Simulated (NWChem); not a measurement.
Molecule: InF, singlet; SMILES [In][F]

```xyz
2

In     0.0000     0.0000    -0.3000
F      0.0000     0.0000     1.6965
```
Atoms are numbered in this order, from 1.

Low-valent species are run as closed-shell singlets; no triplet was tried in these runs. Coordinates come from a PBE0/def2-SVP optimisation. def2 effective core potentials on In; no spin-orbit coupling.

Task: List the 4 lowest vertical singlet excitations and the 4 lowest triplet ones from LRC-wPBEh/def2-SVPD with def2 effective core potentials on In, full TDDFT (NWChem).

Result: 
```
state  energy (eV)  oscillator strength  leading excitation (squared amplitude)
-----  -----------  -------------------  --------------------------------------
S1            5.25                0.251                      HOMO → LUMO (0.98)
S2            5.25                0.251                    HOMO → LUMO+1 (0.98)
S3            6.75                0.000                    HOMO−2 → LUMO (0.48)
S4            6.80                0.297                    HOMO → LUMO+3 (0.48)
T1            3.46       spin-forbidden                      HOMO → LUMO (0.98)
T2            3.46       spin-forbidden                    HOMO → LUMO+1 (0.98)
T3            5.57       spin-forbidden                    HOMO → LUMO+3 (0.74)
T4            6.41       spin-forbidden                  HOMO−2 → LUMO+1 (0.47)
```
